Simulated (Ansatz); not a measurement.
`C[CH2][AlH][SeH]` + H₂ → `C[CH2][AlH2]` + H₂Se at 500 K and 1 bar (hydrogenolysis of the Al–Se bond).

Computed with Ansatz on PBE0-D4/def2-TZVP structures; ΔE is electronic, products minus reactants. CCSD(T)/CBS is the MP2 limit (def2-TZVPP, def2-QZVPP) plus CCSD(T) − MP2 in def2-TZVPP, frozen cores. This one scheme is used for every species. For Se outer-core shells are correlated without core-valence functions, which leaves a few kJ/mol of doubt a bond. Scalar relativity is left out up to krypton. One conformer a species, not always the lowest.

```csv
species,CCSD(T)/CBS energy (Eh),H − E (kJ/mol),S (J/(mol·K))
`C[CH2][AlH][SeH]`,-2723.08028,257.1,423.6
H₂,-1.17544,41.0,145.5
`C[CH2][AlH2]`,-322.31200,241.1,361.4
H₂Se,-2401.89790,53.1,237.8
```

H − E and S are ideal-gas, rigid-rotor, harmonic terms from PBE0-D4/def2-TZVP, for one conformer and one mirror image of each species. The MP2-based limit puts H₂ 0.8 mEh under its directly extrapolated value; such offsets cancel only in part. 1 Eh = 2625.50 kJ/mol, R = 8.31446 J/(mol·K).

Problem. By hand: ΔE, ΔH, ΔS and ΔG.

Solution. ΔE = (-322.31200) + (-2401.89790) − (-2723.08028) − (-1.17544) = 0.04582 Eh = 120.3 kJ/mol. Δ(H − E) = 241.1 + 53.1 − 257.1 − 41.0 = -3.9, so ΔH = 116.4 kJ/mol. ΔS = 361.4 + 237.8 − 423.6 − 145.5 = 30.1 J/(mol·K). ΔG = 116.4 − 500 × (30.1)/1000 = 101.4 kJ/mol.

Problem. By hand: the equilibrium constant, and the temperature at which ΔG would vanish if ΔH and ΔS stayed fixed.

Solution. log₁₀ K = −ΔG/(RT ln 10) = -10.6. ΔG = 0 at ΔH/ΔS = 3867 K, far beyond where these terms or the molecules hold.

ΔH outweighs TΔS. A doubt of 5 kJ/mol in ΔE shifts log₁₀ K by 0.5 here. Other conformers and mirror images would add mixing entropy, several J/(mol·K) or more a flexible species. These are equilibria of isolated gas molecules and say nothing of rates. Largest T1 diagnostic: 0.009 (customary marks: 0.02 for closed shells, 0.045 for open ones).
